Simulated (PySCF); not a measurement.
Computed IR spectrum (relative IR intensity) of a molecule C4H12GeO4. The structure is a stationary point at PBE-D3(BJ)/def2-SVP. One conformer was computed; it need not be the lowest. The numbers are results of PBE-D3(BJ)/def2-SVP in PySCF 2.14.0, not measurements. Frequencies are harmonic and unscaled.

```json
[
 {"ν (cm⁻¹)": "249", "relative intensity": "7.9"},
 {"ν (cm⁻¹)": "320", "relative intensity": "2.4"},
 {"ν (cm⁻¹)": "326", "relative intensity": "9.3"},
 {"ν (cm⁻¹)": "637", "relative intensity": "12"},
 {"ν (cm⁻¹)": "650", "relative intensity": "34"},
 {"ν (cm⁻¹)": "1070", "relative intensity": "53"},
 {"ν (cm⁻¹)": "1073", "relative intensity": "100"},
 {"ν (cm⁻¹)": "1153", "relative intensity": "3.8"},
 {"ν (cm⁻¹)": "1412", "relative intensity": "2.0"},
 {"ν (cm⁻¹)": "1417", "relative intensity": "4.0"},
 {"ν (cm⁻¹)": "1429", "relative intensity": "4.4"},
 {"ν (cm⁻¹)": "1432", "relative intensity": "2.5"},
 {"ν (cm⁻¹)": "2927", "relative intensity": "52"},
 {"ν (cm⁻¹)": "3006", "relative intensity": "20"},
 {"ν (cm⁻¹)": "3042", "relative intensity": "16"}
]
```

Q: Which molecule gave these data?
A. CC[O][Ge]([OH])([O]C)[O]C
B. CC(C)(C)[O][Ge]([OH])([OH])[OH]
C. C[O][Ge]([O]C)([O]C)[O]C

A: C, C[O][Ge]([O]C)([O]C)[O]C
